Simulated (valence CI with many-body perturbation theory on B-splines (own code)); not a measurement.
**Valence orbitals of Au72+**

Computed by valence CI with perturbative core correlation (CI+MBPT): five valence electrons over a frozen Dirac-Fock core [He], a basis of 9 s, 9 p, 8 d, 6 f, 3 g, 1 h functions for each j, with the one-electron correlation potential Σ1, the two-electron term Σ2, the three-electron term Σ3, Breit, model QED; selected CI, second order for the rest (own B-spline code, finite nucleus).

The last digits are not significant, and no measured levels were compared; by estimate large intervals hold to a few tenths of a per cent, small ones and those within an open d or f shell to about a per cent. Among the levels kept, up to 1100 cm⁻¹ of a level comes from second order outside the variational space, and about a tenth of that is noise between levels of different J, which matters for small intervals.

These are the spectroscopic orbitals of the CI (the correlating ones are not listed), shaped by the core and the other valence electrons. h is the expectation value of the core's Dirac-Fock operator, without the valence repulsion; Σ1 is computed up to l = 3 at one energy for each symmetry, that of its lowest orbital but kept below the first core excitation, so for empty shells it is not the orbital's own correlation shift; Breit and QED include the response of the core.

| Orbital | h (hartree) | Σ1 (cm⁻¹) | Breit (cm⁻¹) | QED (cm⁻¹) | ⟨r⟩ (bohr) |
| --- | --- | --- | --- | --- | --- |
| 2s1/2 | -841.83 | -1648 | 156900 | 199107 | 0.06849 |
| 3s1/2 | -363.48 | -419 | 42683 | 56673 | 0.1619 |
| 4s1/2 | -200.35 | -165 | 16697 | 23014 | 0.2970 |
| 5s1/2 | -126.46 | -81.5 | 8287 | 11510 | 0.4728 |
| 2p1/2 | -833.69 | -4804 | 316965 | 13576 | 0.05614 |
| 3p1/2 | -361.18 | -1114 | 82619 | 2750 | 0.1505 |
| 4p1/2 | -199.41 | -430 | 32116 | 1048 | 0.2864 |
| 5p1/2 | -125.99 | -211 | 15871 | 512 | 0.4631 |
| 2p3/2 | -758.19 | -2583 | 96505 | 29996 | 0.06407 |
| 3p3/2 | -338.73 | -606 | 27079 | 7898 | 0.1619 |
| 4p3/2 | -190.02 | -236 | 13757 | 3191 | 0.3015 |
| 5p3/2 | -121.22 | -116 | 6928 | 1600 | 0.4819 |
| 3d3/2 | -337.89 | -271 | 2851 | -226 | 0.1366 |
| 4d3/2 | -189.67 | -119 | 1574 | 35.7 | 0.2769 |
| 5d3/2 | -121.04 | -61.7 | 757 | 44.6 | 0.4580 |
| 3d5/2 | -331.8 | -220 | 912 | 2363 | 0.1403 |
| 4d5/2 | -187.08 | -95.4 | 505 | 1113 | 0.2814 |
| 5d5/2 | -119.72 | -49.4 | 234 | 593 | 0.4635 |
| 4f5/2 | -186.95 | -20.4 | 15.8 | -289 | 0.2419 |
| 5f5/2 | -119.66 | -11.7 | 13.2 | -139 | 0.4245 |
| 4f7/2 | -185.72 | -18.8 | 4.8 | 271 | 0.2443 |
| 5f7/2 | -119.02 | -10.7 | 4.0 | 148 | 0.4272 |
| 5g7/2 | -119.01 |  | 0.1 | -94.4 | 0.3729 |
| 5g9/2 | -118.63 |  | 0.0 | 75.7 | 0.3747 |

Among the shells of the start configuration 2s2 2p3, Σ1 is largest in size for 2p1/2, where it is 0.0026 % of h.

Lowest root of each symmetry, sizes in configuration state functions:

| J | Parity | Roots | Reference | Variational | Second order | Change by selected CI (cm⁻¹) | Change by second order (cm⁻¹) |
| --- | --- | --- | --- | --- | --- | --- | --- |
| 1/2 | even | 12 | 61 | 39997 | 105938 | -48314 | -41 |
| 3/2 | even | 15 | 85 | 39980 | 201655 | -48871 | -390 |
| 5/2 | even | 12 | 75 | 39995 | 248137 | -40742 | -504 |
| 7/2 | even | 5 | 40 | 40000 | 187320 | -40381 | -427 |
| 9/2 | even | 2 | 18 | 39195 | 89507 | -39255 | -16 |
| 1/2 | odd | 11 | 66 | 39998 | 124309 | -40218 | -42 |
| 3/2 | odd | 16 | 100 | 39978 | 187317 | -41736 | -215 |
| 5/2 | odd | 10 | 85 | 39983 | 257861 | -37880 | -484 |
| 7/2 | odd | 5 | 54 | 39987 | 203900 | -37256 | -476 |
| 9/2 | odd | 2 | 22 | 39992 | 84690 | -31442 | -42 |
